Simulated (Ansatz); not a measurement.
Compare A (`CC1[SiH2]B1F`) with its isomer B (`B/C=C(\F)[SiH3]`).

Calculated with Ansatz (gas phase, PBE0-D4/def2-TZVP geometries, no zero-point term in ΔE). CBS: MP2 limit from def2 TZ/QZ plus the TZ coupled-cluster correction, frozen cores. DFT in def2-TZVPP. B3LYP here is the variant with VWN-RPA as its local correlation; programs differ in this.

Which isomer does CCSD(T)/CBS put lower? Give the gap. (Best estimate.)

The calculation gave: A, by 29.1 kcal/mol.

Give E(B) − E(A) in kcal/mol with ωB97M-V, r2SCAN-D4, B3LYP, B3LYP-D4, PBE-D4, B2PLYP, CCSD(T)/def2-TZVPP. (Best estimate.)

The calculation gave: ωB97M-V 28.7, r2SCAN-D4 30.8, B3LYP 25.7, B3LYP-D4 25.7, PBE-D4 32.5, B2PLYP 27.0, CCSD(T)/def2-TZVPP 28.5. None reverses the order clearly.

Largest T1 diagnostic: 0.013.

In def2-TZVPP, CCSD(T) changes the Hartree–Fock value by +11.0 kcal/mol (the triples alone add +0.8 kcal/mol) and MP2 by +13.7 kcal/mol.
